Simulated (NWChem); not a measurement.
# Correlation energy of BCl (+1)

```
Cl
B 1 1.6037
```
Charge +1, spin multiplicity 2.

Program: NWChem. All single points use one geometry, from UPBE0/def2-SVP, a minimum by its harmonic frequencies.

Basis set: 6-311G**. Each correlation energy counts from its own Hartree-Fock reference.

```csv
method,correlation energy (mHa)
UMP2,-179.9
SCS-UMP2,-173.8
CCSD on UHF,-197.2
CCSD[T] on UHF,-206.5
CCSD(T) on UHF,-205.7
CCSD on ROHF,-198.6
CCSD[T] on ROHF,-208.2
CCSD(T) on ROHF,-207.3
```

The values span 34.4 mHa, from CCSD[T] on ROHF (lowest) to SCS-UMP2 (highest). 

The correlated methods keep 6 core orbitals frozen. The Pople sets run with spherical d functions. This spin state was chosen for the runs; another may lie lower. The structure started from a generated list of species. The unpaired electrons of the parent sit in orbitals of symmetry a1 (C2v labels of the run); other states weren't searched. No SCF solution was tested for a lower state. Open-shell Hartree-Fock references start from PBE0 orbitals. Coupled-cluster values serve here as a point of comparison, not as the truth.
